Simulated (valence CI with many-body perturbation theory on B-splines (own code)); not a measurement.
## Level structure of As²⁰⁺

Calculated by relativistic CI+MBPT: three valence electrons over a frozen Dirac-Fock core [Ne], radial functions for each j: 11 s, 11 p, 9 d, 7 f, 5 g, 2 h, 1 i, with the one-electron correlation potential Σ1, the two-electron term Σ2, the three-electron term Σ3, Breit, model QED; selected CI, second order for the rest (own B-spline code, finite nucleus).

No measured spectrum was set against this ion. As an estimate, levels of excited configurations hold to 0.05 to 0.15 % of their energy, terms of the ground configuration to about 0.5 %.

Levels 46 to 67 of 67, with energies above the lowest level, 3s2 3p 2P°_1/2. "Leading %" is the weight of the configuration and term that name the level; weights of strongly mixed levels are sums over their largest components and can fall short. In the jj column 3d3/2^4 stands for four electrons in 3d with j = 3/2.

| No. | Configuration | Term | J | E (cm⁻¹) | Leading % | Leading jj | Second component |
| --- | --- | --- | --- | --- | --- | --- | --- |
| 46 | 3p2 3d | 4F | 7/2 | 1511200 | 74 | 3p1/2 3p3/2 3d5/2 (86 %) | 18 % 3p2 3d 4D |
| 47 | 3p2 3d | 4D | 1/2 | 1516900 | 80 | 3p1/2 3p3/2 3d3/2 (97 %) | 18 % 3p2 3d 2P |
| 48 | 3p2 3d | 4F | 9/2 | 1528900 | 76 | 3p1/2 3p3/2 3d5/2 (78 %) | 22 % 3p2 3d 2G |
| 49 | 3p2 3d | 4D | 3/2 | 1538700 | 60 | 3p1/2 3p3/2 3d5/2 (68 %) | 28 % 3p2 3d 2P |
| 50 | 3p2 3d | 4D | 5/2 | 1539900 | 68 | 3p1/2 3p3/2 3d5/2 (53 %) | 13 % 3p2 3d 4F |
| 51 | 3p2 3d | 2G | 7/2 | 1571300 | 62 | 3p3/2^2 3d3/2 (34 %) | 18 % 3p2 3d 4D |
| 52 | 3p2 3d | 2P | 1/2 | 1571500 | 67 | 3p3/2^2 3d5/2 (54 %) | 17 % 3p2 3d 4D |
| 53 | 3p2 3d | 4D | 7/2 | 1575500 | 55 | 3p3/2^2 3d5/2 (74 %) | 19 % 3p2 3d 2G |
| 54 | 3p2 3d | 4P | 5/2 | 1581100 | 50 | 3p1/2 3p3/2 3d5/2 (70 %) | 40 % 3p2 3d 2D |
| 55 | 3p2 3d | 4P | 3/2 | 1588800 | 42 | 3p1/2 3p3/2 3d3/2 (72 %) | 30 % 3p2 3d 2D |
| 56 | 3p2 3d | 2G | 9/2 | 1596300 | 66 | 3p3/2^2 3d5/2 (75 %) | 24 % 3p2 3d 4F |
| 57 | 3p2 3d | 4P | 1/2 | 1608400 | 77 | 3p1/2 3p3/2 3d3/2 (53 %) | 14 % 3p2 3d 2P |
| 58 | 3p2 3d | 2D | 5/2 | 1622200 | 49 | 3p3/2^2 3d3/2 (36 %) | 36 % 3p2 3d 4P |
| 59 | 3p2 3d | 4P | 3/2 | 1622200 | 42 | 3p3/2^2 3d3/2 (75 %) | 39 % 3p2 3d 2D |
| 60 | 3p2 3d | 2P | 1/2 | 1645700 | 65 | 3p1/2 3p3/2 3d5/2 (69 %) | 18 % 3s 3d2 2P |
| 61 | 3p2 3d | 2D | 3/2 | 1646500 | 67 | 3p1/2 3p3/2 3d5/2 (55 %) | 12 % 3p2 3d 2P |
| 62 | 3p2 3d | 2F | 5/2 | 1672500 | 71 | 3p1/2 3p3/2 3d5/2 (31 %) | 13 % 3s 3d2 2F |
| 63 | 3p2 3d | 2P | 3/2 | 1685600 | 50 | 3p3/2^2 3d5/2 (54 %) | 18 % 3p2 3d 2D |
| 64 | 3p2 3d | 2S | 1/2 | 1686400 | 70 | 3p3/2^2 3d5/2 (38 %) | 12 % 3p2 3d 4P |
| 65 | 3p2 3d | 2F | 7/2 | 1700000 | 84 | 3p3/2^2 3d3/2 (46 %) | 11 % 3s 3d2 2F |
| 66 | 3p2 3d | 2D | 5/2 | 1705300 | 85 | 3p3/2^2 3d5/2 (77 %) | 6 % 3s 3d2 2D |
| 67 | 3s 3d2 | 4F | 3/2 | 1709400 | 99 | 3s 3d3/2^2 (70 %) |  |

Names give the largest LS component (configuration and term), which can be under half, so a name can repeat, a term be missing and a line seem to break the LS rules; names also repeat where a configuration has a term twice.

Where two levels of one J and parity lie close, their mixing, g and order are uncertain.
